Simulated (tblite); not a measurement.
Question: What does the GFN2-xTB structure of InChI=1S/C6H11FO2Si/c1-5(2)9-10-6(7)3-4-8/h3-5H,10H2,1-2H3/b6-3+ look like in three dimensions?

Answer: 
```
atom  x, y, z in Å
C1    -2.774   -0.189   -0.319
C2    -1.691   -0.166    0.751
C3    -1.758    1.111    1.583
O4    -0.400   -0.245    0.194
Si5    0.222   -1.004   -1.076
C6     2.053   -0.547   -0.898
F7     2.821   -1.054   -1.885
C8     2.632    0.183    0.060
C9     4.058    0.482    0.129
O10    4.580    1.135    0.999
H11   -2.720   -1.114   -0.888
H12   -2.637    0.647   -1.000
H13   -3.754   -0.114    0.142
H14   -1.816   -1.038    1.409
H15   -0.957    1.118    2.317
H16   -2.711    1.175    2.100
H17   -1.643    1.978    0.938
H18   -0.260   -0.510   -2.368
H19    0.088   -2.462   -1.021
H20    2.004    0.579    0.842
H21    4.652    0.055   -0.700
```

Any rigid rotation of these coordinates is as good. Atoms count from 1 in this order. O4 (silyl ether oxygen) is bent (angle 134.0°). The C–O distances run from 1.206 Å (C9=O10, drawn double) to 1.409 Å (C2–O4, drawn single), a spread of 0.203 Å. Si5 (oxygen-bound silicon) is distorted tetrahedral (angles from 100.7° to 114.3°). Of the pairs four or more bonds apart, Si5···H11 is among the closest relative to their van der Waals radii: 2.95 Å, 89 % of the sum of Bondi's values.

Bonds between heavy atoms (Å): C1–C2 1.522, C2–C3 1.526, C2–O4 1.409, O4–Si5 1.604, Si5–C6 1.896, C6–F7 1.349, C6=C8 1.336, C8–C9 1.459, C9=O10 1.206.

Structure optimised with GFN2-xTB, isolated species.

Point group: C1 (no symmetry element, even within 0.4 Å). Its lowest GFN2-xTB frequency is 7 cm⁻¹, too small to tell a flat minimum from a shallow saddle. One conformer, not necessarily the lowest (C1–C2–O4–Si5 -35°, C2–O4–Si5–C6 -177°, O4–Si5–C6–F7 -179°, C6–C8–C9–O10 180°). 3 starts were optimised and ended at 0.00, 0.20 and 1.81 kcal/mol (GFN2-xTB); the lowest of these is shown.

All values are computed, not measured.
